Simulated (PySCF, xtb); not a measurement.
B₃H₅N₃, SMILES B1[N]BNBN1 (connectivity only; charge and spin as stated), charge -1, multiplicity 1.

GFN2-xTB run with xtb 6.7.1 at its own geometry gives an orbital gap of 3.71 eV.

Coordinates come from a PBE0-D3(BJ)/def2-SVPD optimisation. The multiplicity is an assumed one; no other spin state was optimised. The isomer is the one that the SMILES or the coordinates give; other isomers of the formula were not compared.

Question: What does PySCF with PBE/def2-SVPD give? (Estimate from the structure and the level; the computed values follow.)

Answer: gap 3.09 eV (levels 0.37 and 3.45 eV).
